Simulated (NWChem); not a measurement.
# C₃H₇FSi; SMILES F/C=C(/C)[SiH3]

```xyz
12

C     -1.8518    -0.8366     0.0000
C     -0.5486    -0.0895     0.0000
Si     1.1007    -1.0041     0.0000
C     -0.5322     1.2431     0.0000
F      0.6104     1.9356     0.0000
H     -2.7169    -0.1550     0.0000
H     -1.9389    -1.4906     0.8832
H     -1.9389    -1.4906    -0.8832
H      1.9078    -0.6752    -1.2132
H      1.9078    -0.6752     1.2132
H      0.8135    -2.4715     0.0000
H     -1.4096     1.9008     0.0000
```
Atoms are numbered in this order, from 1.

Results from NWChem. Pople sets run with spherical d functions. Geometry: optimised at PBE0/def2-SVP. Not confirmed as a minimum by frequencies. Level: M06-2X/6-31G* with SMD (1 M gas to 1 M solution), gas-phase geometry. Reactions with the solvent are ignored.

```json
[
 {"solvent": "water", "dielectric constant": "78.4", "solvation free energy (kcal/mol)": "2.2", "cavity-dispersion-structure term (kcal/mol)": "4.7", "dipole in solution (D)": "2.22"},
 {"solvent": "benzene", "dielectric constant": "2.27", "solvation free energy (kcal/mol)": "-1.8", "cavity-dispersion-structure term (kcal/mol)": "-0.5", "dipole in solution (D)": "1.95"},
 {"solvent": "cyclohexanone", "dielectric constant": "15.6", "solvation free energy (kcal/mol)": "-1.2", "cavity-dispersion-structure term (kcal/mol)": "1.1", "dipole in solution (D)": "2.19"},
 {"solvent": "anisole", "dielectric constant": "4.22", "solvation free energy (kcal/mol)": "-1.4", "cavity-dispersion-structure term (kcal/mol)": "0.4", "dipole in solution (D)": "2.07"}
]
```
